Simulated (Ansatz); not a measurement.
One change: `FBBr` becomes `C=NB(F)Br`.

Ansatz, PBE0-D4/def2-TZVP geometries, multiplicity 1. Each molecule was computed in one conformer, which needn't be the lowest.

Scalar relativity is left out up to krypton.

```
                                                                                  property  `FBBr`
                                                       HOMO energy (B3LYP/def2-TZVPP) / eV   -8.51
                                            size of the dipole moment (PBE/def2-TZVPP) / D    0.57
                                                        LUMO energy (PBE0/def2-TZVPP) / eV   -1.27
                                          size of the dipole moment (B3LYP/def2-TZVPP) / D    0.69
                                        size of the dipole moment (ωB97M-V/def2-TZVPP) / D    0.71
ideal-gas entropy at 298 K and 1 bar (rigid rotor, harmonic PBE0-D4/def2-TZVP) / J/(mol·K)     274
```

**Question.** What does the change do to each property? (Estimate.)

**Answer.** The calculation gave: 
```tsv
property	`C=NB(F)Br`	shift
HOMO energy (B3LYP/def2-TZVPP) / eV	-7.63	0.88
size of the dipole moment (PBE/def2-TZVPP) / D	3.09	2.52
LUMO energy (PBE0/def2-TZVPP) / eV	-1.67	-0.40
size of the dipole moment (B3LYP/def2-TZVPP) / D	3.24	2.55
size of the dipole moment (ωB97M-V/def2-TZVPP) / D	3.32	2.61
ideal-gas entropy at 298 K and 1 bar (rigid rotor, harmonic PBE0-D4/def2-TZVP) / J/(mol·K)	331	57
```

With PBE0 the HOMO rises by 0.92 eV and the LUMO falls by 0.40 eV, so the gap narrows by about 1.32 eV. PBE moves the HOMO by 0.93 eV and ωB97M-V by 0.93 eV. The zero-point energy changes by 59.6 kJ/mol with +9 modes. Dipoles are sizes alone; their direction can turn.

B3LYP here is the variant with VWN-RPA as its local correlation; programs differ in this.

Spin–orbit coupling is left out; it splits and shifts lone-pair levels of the heavy atoms by tenths of an eV.
